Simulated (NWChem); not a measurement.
# SrCl, doublet; SMILES [Cl][Sr]

Computed with NWChem. Spin-unrestricted. All runs use the structure optimised with PBE0/def2-SVP, spin-unrestricted. This spin state was assumed; another may lie lower. No stability test was run on the SCF state. def2 effective core potentials on Sr; no spin-orbit coupling. B3LYP is NWChem's, with the RPA form of VWN correlation. Vertical excitations in the gas phase; the lowest state need not have the same character in each row. Excited states of an open shell can be spin-contaminated.

| level | lowest excitation (eV) | lowest state with f > 0.02 (eV) | lowest empty minus highest occupied level, either spin (eV) |
|---|---|---|---|
| PBE/def2-SVP, TDA | 1.72 | 1.84 | 0.80 |
| B3LYP/def2-SVP, TDA | 1.89 | 1.95 | … |
| PBE0/def2-SVP, TDA | 1.80 | 1.80 | 2.00 |
| BHandHLYP/def2-SVP, TDA | 1.92 | 1.92 | 2.76 |

Q: Some entries are withheld; supply them.

A: 
- B3LYP/def2-SVP, TDA, lowest empty minus highest occupied level, either spin (eV): 1.53
